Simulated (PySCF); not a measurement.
Calculation: PBE-D3(BJ)/def2-TZVP // PBE0-D3(BJ)/def2-TZVP run with PySCF. Gas-phase values, no solvent. One relaxed conformer stands for a flexible species; it need not be the lowest. Excitations are Tamm–Dancoff values on a coarser integration grid. The basis has no diffuse functions, so Rydberg states are missing or too high.

Reference species (SMILES): `[NH2][GaH][NH2]` (neutral, multiplicity 1).

- S1–T1 gap (TDA): 0.61 eV
- S1 excitation (TDA): 5.18 eV
- LUMO: -0.44 eV

Changed species: `[NH2][Ga]([NH2])[NH2]` (0 of 3 NH2 replaced by H; the reference has 1 of 3 NH2 replaced by H).

**Question.** Give the shifts of the S1–T1 gap (TDA), S1 excitation (TDA) and LUMO.

**Answer.** the S1–T1 gap (TDA) falls by 0.30 eV, to 0.31 eV; the S1 excitation (TDA) drops by 0.39 eV, to 4.79 eV; the LUMO decreases by 0.23 eV, to -0.67 eV.
